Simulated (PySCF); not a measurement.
Vertical excitations of a molecule C2H8O2Si from PySCF with TDDFT-LC-ωPBE/def2-SVPD, as energy in eV (oscillator strength): 8.22 (0.012), 8.49 (0.019), 8.61 (0.015), 8.90 (0.018), 9.01 (0.004), 9.11 (0.033), 9.32 (0.084), 9.57 (0.048), 9.79 (0.020), 9.86 (0.110). Lowest triplet (TDA): 7.87 eV. The structure is a stationary point at r2SCAN-D4/def2-SVP. One conformer was computed; it need not be the lowest.

Identify the compound among the candidates.
(A) OC[C@@H](O)[SiH3]
(B) CO[Si@@H](C)O
(C) C[Si](C)(O)O
(D) COCO[SiH3]

B, CO[Si@@H](C)O
